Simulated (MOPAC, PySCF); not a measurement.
C₃H₉Ga, SMILES `[CH3][Ga]([CH3])[CH3]`, neutral singlet in the gas phase. 

Z-matrix (Å, degrees):
```
Ga
C 1 1.9880
H 2 1.0899 1 112.59
H 2 1.0922 3 108.86 1 -123.08
H 2 1.0936 3 108.20 4 -115.80
C 1 1.9888 2 121.27 3 10.23
H 6 1.0900 1 112.50 2 -9.45
H 6 1.0922 7 108.78 1 123.00
H 6 1.0934 7 108.20 8 115.76
C 1 1.9896 2 119.77 3 -170.07
H 10 1.0901 1 112.42 2 -12.48
H 10 1.0919 11 108.86 1 123.39
H 10 1.0937 11 108.00 12 115.77
```
Charge 0, spin multiplicity 1.

All levels are single points at this geometry (B3LYP-D3(BJ)/def2-TZVP); Pople sets use spherical d functions. Orbital energies aren't observables, and empty levels follow the basis.

```
level                            HOMO (eV)  LUMO (eV)  gap (eV)  dipole (D)  vertical IE, Delta-SCF (eV)
-------------------------------  ---------  ---------  --------  ----------  ---------------------------
B3LYP-D3(BJ)/def2-TZVP in PySCF      -7.18      -0.84      6.34        0.01                            –
B3LYP/LANL2DZ in PySCF               -7.08      -0.51      6.57        0.08                            –
M06-2X/6-31G* in PySCF               -8.40      -0.05      8.34        0.04                            –
AM1 in MOPAC                        -10.06      -0.99      9.07        0.13                            –
PM6 in MOPAC                        -10.55       0.60     11.15        0.13                            –
PM7 in MOPAC                        -10.32       1.29     11.61        0.08                            –
```
